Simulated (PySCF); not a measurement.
A calculated (LDA, PySCF 2.14, def2-SVP, the non-relativistic Hamiltonian (point nucleus)) atom or ion has these occupied shells.

```
shell  electrons  orbital energy (eV)  rms radius, mean of both spins (bohr)
 1s α          1              -7518.6                                 0.0659
 1s β          1              -7518.5                                 0.0659
 2s α          1              -900.90                                  0.281
 2s β          1              -899.27                                  0.281
 2p α          3              -786.06                                  0.250
 2p β          3              -784.81                                  0.250
 3s α          1              -119.60                                  0.843
 3s β          1              -116.30                                  0.843
 3p α          3              -85.217                                  0.895
 3p β          3              -81.984                                  0.895
 3d α          5              -28.578                                   1.14
 3d β          2              -25.915                                   1.14
```

Task: Name the element and its charge.

Result: Co²⁺ (cobalt, charge +2), in [Ar] 3d7, high-spin 4F determinant.
